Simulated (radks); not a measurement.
All-electron atom: Xe3+ in [Kr] 4d9.5 5s2 5p3.5 (fractional occupations, a model configuration).

Method: scalar-relativistic Kohn-Sham, PBE, spin-polarised, spherical densities, finite nucleus; open shells are filled with parallel spins first (spin-orbit coupling, left out, can overturn this in heavy ions); Fermi nuclear charge, rms radius 4.7859 fm; computed with a radial shooting solver on a logarithmic mesh with Libxc functionals.

Energy parts (hartree):
| part | energy |
|---|---|
| total | -7443.61795 |
| kinetic | 7827.50987 |
| electron-nucleus | -17945.92903 |
| Hartree | 2860.09167 |
| exchange-correlation | -185.29047 |

Orbitals (lengths in bohr, moments of r in powers of bohr; r(90%) holds 90 % of the orbital's charge):
| orbital | occ. | eigenvalue (hartree) | <r> | r(90%) |
|---|---|---|---|---|
| 1s up | 1 | -1264.547 | 0.02666 | 0.0480 |
| 1s down | 1 | -1264.542 | 0.02666 | 0.0480 |
| 2s up | 1 | -198.0397 | 0.1146 | 0.177 |
| 2s down | 1 | -198.0306 | 0.1146 | 0.177 |
| 2p up | 3 | -177.8562 | 0.1003 | 0.163 |
| 2p down | 3 | -177.8470 | 0.1003 | 0.163 |
| 3s up | 1 | -41.65113 | 0.3064 | 0.450 |
| 3s down | 1 | -41.64392 | 0.3063 | 0.450 |
| 3p up | 3 | -35.13218 | 0.3043 | 0.456 |
| 3p down | 3 | -35.12391 | 0.3043 | 0.456 |
| 3d up | 5 | -25.46662 | 0.2808 | 0.440 |
| 3d down | 5 | -25.45637 | 0.2808 | 0.440 |
| 4s up | 1 | -8.66333 | 0.7146 | 1.03 |
| 4s down | 1 | -8.63346 | 0.7145 | 1.03 |
| 4p up | 3 | -6.59079 | 0.7614 | 1.11 |
| 4p down | 3 | -6.56071 | 0.7610 | 1.11 |
| 4d up | 5 | -3.56320 | 0.8661 | 1.31 |
| 4d down | 4.5 | -3.52968 | 0.8632 | 1.30 |
| 5s up | 1 | -1.93196 | 1.725 | 2.46 |
| 5s down | 1 | -1.84502 | 1.723 | 2.47 |
| 5p up | 3 | -1.43163 | 1.970 | 2.84 |
| 5p down | 0.5 | -1.34322 | 1.986 | 2.88 |

The highest occupied level is 5p down at -36.551 eV. The electron density at the nucleus is 2.807e+05 e/bohr^3 (large components only). Spin moment in Bohr magnetons: 3.
